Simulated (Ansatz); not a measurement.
Stepwise reaction of `CSB(Cl)Cl` with hydrogen fluoride, as a gas-phase model of exchange steps in deposition or etching. ΔE in kJ/mol; ΔG adds harmonic PBE0-D4 terms to CCSD(T)/CBS, at 1 bar.

Program: Ansatz. Geometries: PBE0-D4/def2-TZVP. ΔE: electronic, gas phase. CBS: MP2 limit from def2 TZ/QZ plus the TZ coupled-cluster correction, frozen cores. This one scheme is used for every species. Functionals use def2-TZVPP. B3LYP here is the variant with VWN-RPA as its local correlation; programs differ in this. Each species was taken in one conformer, which may not be the lowest.

```
step                            reaction  PBE-D4  B3LYP-D4  ωB97M-V  CCSD(T)/CBS  ΔG(600 K)
   2  `CSB(F)Cl` + H–F → `CSB(F)F` + HCl   -49.5     -59.4    -59.1        -53.1      -57.5
```

Give the row of step 1, `CSB(Cl)Cl` + H–F → `CSB(F)Cl` + HCl. (Best estimate.)

Computed: 
| step | reaction | PBE-D4 | B3LYP-D4 | ωB97M-V | CCSD(T)/CBS | ΔG(600 K) |
| --- | --- | --- | --- | --- | --- | --- |
| 1 | `CSB(Cl)Cl` + H–F → `CSB(F)Cl` + HCl | -43.2 | -52.7 | -52.7 | -43.8 | -51.8 |

By hand: ΔE of the 2 steps together at CCSD(T)/CBS.

(-43.8) + (-53.1) = -96.9 kJ/mol, or -48.5 kJ/mol a step.

In ΔE each step is lower than the one before. All are downhill at CCSD(T)/CBS. ΔG lies between -57.5 and -51.8 kJ/mol a step. PBE-D4 differs from CCSD(T)/CBS by 0.6 to 3.6 kJ/mol a step. Isolated molecules leave out the surface, adducts and barriers. Largest T1 diagnostic: 0.012.
